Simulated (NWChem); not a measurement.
System: C2H7BFN; SMILES NB(CC)F

NWChem input:

```
start job
memory heap 200 mb stack 900 mb global 1100 mb
geometry units angstroms noautoz
  B      0.021825     0.567774    -0.052593
  F     -1.291642     0.820049     0.155896
  C      0.456667    -0.883583    -0.501736
  C     -0.136902    -1.998443     0.382810
  H      1.550724    -0.976516    -0.539263
  H      0.109746    -1.035298    -1.536055
  H     -1.229324    -1.926868     0.421017
  H      0.231664    -1.929589     1.413631
  H      0.121465    -2.995311     0.006770
  N      0.918285     1.629733     0.144042
  H      0.613944     2.554162     0.417914
  H      1.915351     1.540519     0.019191
end
basis spherical
  * library def2-tzvp
end
dft
  xc m06-2x
  iterations 150
  semidirect filesize 400000000
  mulliken
end
task dft energy
```

Output (shortened):

```
             Northwest Computational Chemistry Package (NWChem) 7.3.0
             --------------------------------------------------------

 C1  symmetry detected

                             Geometry "geometry" -> ""
                             -------------------------

 Output coordinates in angstroms (scale by  1.889725989 to convert to a.u.)

  No.       Tag          Charge          X              Y              Z
 ---- ---------------- ---------- -------------- -------------- --------------
    1 B                    5.0000     0.00292924     0.57832095    -0.09702102
    2 F                    9.0000    -1.33734992     0.76643440    -0.07312552
    3 C                    6.0000     0.56479867    -0.85205060    -0.46525207
    4 C                    6.0000    -0.09000205    -1.99034237     0.34294745
    5 H                    1.0000     1.65685862    -0.89098793    -0.35169818
    6 H                    1.0000     0.37077236    -1.02601900    -1.53542785
    7 H                    1.0000    -1.17950700    -1.97265237     0.23054370
    8 H                    1.0000     0.12991760    -1.89808074     1.41359999
    9 H                    1.0000     0.26530818    -2.97513427     0.01760925
   10 N                    7.0000     0.81163988     1.68428159     0.20777553
   11 H                    1.0000     0.42835519     2.59392876     0.42648346
   12 H                    1.0000     1.81953928     1.64381796     0.22152342

 Effective nuclear repulsion energy (a.u.)     168.1363857485

                                 NWChem DFT Module
                                 -----------------

 Summary of "ao basis" -> "ao basis" (spherical)
 ------------------------------------------------------------------------------
       Tag                 Description            Shells   Functions and Types
 ---------------- ------------------------------  ------  ---------------------
 B                         def2-tzvp                11       31   5s3p2d1f
 F                         def2-tzvp                11       31   5s3p2d1f
 C                         def2-tzvp                11       31   5s3p2d1f
 H                         def2-tzvp                 4        6   3s1p
 N                         def2-tzvp                11       31   5s3p2d1f

            General Information
            -------------------
          SCF calculation type: DFT
          Wavefunction type:  closed shell.
          No. of atoms     :    12
          No. of electrons :    40
           Alpha electrons :    20
            Beta electrons :    20
          Charge           :     0
          Spin multiplicity:     1
          Use of symmetry is: off; symmetry adaption is: off
          Maximum number of iterations: 150
          AO basis - number of functions:   197
                     number of shells:    83
          Convergence on energy requested:  1.00D-06
          Convergence on density requested:  1.00D-05
          Convergence on gradient requested:  5.00D-04

              XC Information
              --------------
                       M06-2X Method XC Functional
                     Hartree-Fock (Exact) Exchange  0.540
                        M06-2X Exchange Functional  1.000
                      M06-2X Correlation Potential  1.000

             Grid Information
             ----------------
          Grid used for XC integration:  medium
          Radial quadrature: Mura-Knowles
          Angular quadrature: Lebedev.
          Tag              B.-S. Rad. Rad. Pts. Rad. Cut. Ang. Pts.
          ---              ---------- --------- --------- ---------
          B                   0.85       49          11.0       434
          F                   0.50       49          11.0       434
          C                   0.70       49          12.0       434
          H                   0.35       45          13.0       434
          N                   0.65       49          12.0       434
          Grid pruning is: on
          Number of quadrature shells:   560
          Spatial weights used:  Erf1

      Superposition of Atomic Density Guess
      -------------------------------------

 Sum of atomic energies:        -257.10566384

      Non-variational initial energy
      ------------------------------

 Total energy =    -259.790318
 1-e energy   =    -682.616216
 2-e energy   =     254.689512
 HOMO         =      -0.382014
 LUMO         =       0.047546

------------------------------------------------------------
EAF file 0: "./job.aoints.0" size=810024960 bytes
------------------------------------------------------------
               write      read    awrite     aread      wait
               -----      ----    ------     -----      ----
     calls:     1545         0         0         0         0
   data(b): 8.10e+08  0.00e+00  0.00e+00  0.00e+00
   time(s): 0.00e+00  0.00e+00  0.00e+00  0.00e+00  0.00e+00
rate(mb/s): 0.00e+00  0.00e+00
------------------------------------------------------------

     ---------------------------------------------
      Total Density - Mulliken Population Analysis
     ---------------------------------------------

    Atom       Charge   Shell Charges
 -----------   ------   -------------------------------------------------------
    1 B    5     4.28   0.92  1.06  0.52  0.36  0.03  0.73  0.37  0.06  0.09  0.09  0.04
    2 F    9     9.45   0.77  1.20  0.61  1.00  0.32  2.36  2.33  0.84  0.00  0.01  0.00
    3 C    6     6.50   0.86  1.12  0.55  0.68  0.10  1.27  1.45  0.41  0.01  0.05  0.00
    4 C    6     6.49   0.86  1.12  0.55  0.66  0.14  1.25  1.41  0.44  0.01  0.04  0.00
    5 H    1     0.83   0.24  0.44  0.12  0.02
    6 H    1     0.82   0.24  0.44  0.13  0.02
    7 H    1     0.83   0.24  0.45  0.12  0.02
    8 H    1     0.84   0.24  0.45  0.12  0.02
    9 H    1     0.83   0.24  0.45  0.12  0.02
   10 N    7     7.78   0.82  1.16  0.57  0.77  0.15  1.64  1.87  0.79  0.00  0.01  0.00
   11 H    1     0.68   0.22  0.34  0.08  0.03
   12 H    1     0.67   0.22  0.34  0.08  0.03

   convergence    iter        energy       DeltaE   RMS-Dens  Diis-err
 ---------------- ----- ----------------- --------- --------- ---------
 d= 0,ls=0.0,diis     1   -259.9167634407 -4.28D+02  3.66D-03  6.50D-01
 d= 0,ls=0.0,diis     2   -259.9554967184 -3.87D-02  1.44D-03  4.57D-01
 d= 0,ls=0.0,diis     3   -259.9876839737 -3.22D-02  3.59D-04  2.09D-02
 d= 0,ls=0.0,diis     4   -259.9891409346 -1.46D-03  8.52D-05  7.92D-04
 d= 0,ls=0.0,diis     5   -259.9892129577 -7.20D-05  3.89D-05  1.44D-04
  Resetting Diis
 d= 0,ls=0.0,diis     6   -259.9892273974 -1.44D-05  7.84D-06  5.55D-06
 d= 0,ls=0.0,diis     7   -259.9892279025 -5.05D-07  4.46D-06  1.17D-06

         Total DFT energy =     -259.989227902542
      One electron energy =     -687.888779029309
           Coulomb energy =      294.661504636161
    Exchange-Corr. energy =      -34.898339257867
 Nuclear repulsion energy =      168.136385748474

 Numeric. integr. density =       39.999998106338

                       DFT Final Molecular Orbital Analysis
                       ------------------------------------

 Vector   18  Occ=2.000000D+00  E=-4.018583D-01
              MO Center=  2.2D-01, -1.4D+00, -3.9D-02, r^2= 2.6D+00
   Bfn.  Coefficient  Atom+Function         Bfn.  Coefficient  Atom+Function
  ----- ------------  ---------------      ----- ------------  ---------------
    99     -0.193845   4 C  px               68      0.188023   3 C  px
   126      0.175712   5 H  s               138      0.173748   7 H  s
   102     -0.153686   4 C  px               71      0.141882   3 C  px
   144     -0.141639   8 H  s               132     -0.133796   6 H  s
   125      0.122711   5 H  s               137      0.123118   7 H  s

 Vector   19  Occ=2.000000D+00  E=-3.703534D-01
              MO Center=  2.3D-01, -7.7D-01, -1.7D-01, r^2= 2.9D+00
   Bfn.  Coefficient  Atom+Function         Bfn.  Coefficient  Atom+Function
  ----- ------------  ---------------      ----- ------------  ---------------
    69      0.243412   3 C  py                7     -0.217630   1 B  py
    72      0.182193   3 C  py                4      0.163716   1 B  s
   100     -0.153104   4 C  py              150      0.149843   9 H  s
    10     -0.148102   1 B  py               38      0.137945   2 F  py
    75      0.126275   3 C  py              103     -0.120818   4 C  py

 Vector   20  Occ=2.000000D+00  E=-3.580508D-01
              MO Center=  6.6D-01,  1.4D+00,  1.4D-01, r^2= 1.7D+00
   Bfn.  Coefficient  Atom+Function         Bfn.  Coefficient  Atom+Function
  ----- ------------  ---------------      ----- ------------  ---------------
   162      0.373130  10 N  pz              165      0.335066  10 N  pz
   168      0.295625  10 N  pz                8      0.117876   1 B  pz
    39     -0.107069   2 F  pz              161     -0.099728  10 N  py
   164     -0.089930  10 N  py               42     -0.087703   2 F  pz
    98     -0.080030   4 C  s               167     -0.079343  10 N  py

 Vector   21  Occ=0.000000D+00  E= 4.758174D-02
              MO Center=  9.8D-01,  7.9D-01,  9.1D-02, r^2= 7.9D+00
   Bfn.  Coefficient  Atom+Function         Bfn.  Coefficient  Atom+Function
  ----- ------------  ---------------      ----- ------------  ---------------
    67      2.872266   3 C  s               159      2.127230  10 N  s
     5     -2.115312   1 B  s                98      1.038306   4 C  s
   127     -0.800158   5 H  s                 4     -0.750317   1 B  s
   133     -0.734498   6 H  s               194     -0.648590  12 H  s
    75      0.533560   3 C  py              145     -0.532856   8 H  s

[...]
```

Level: M06-2X/def2-TZVP. All runs use the structure optimised with B3LYP/6-31G* (spherical d).
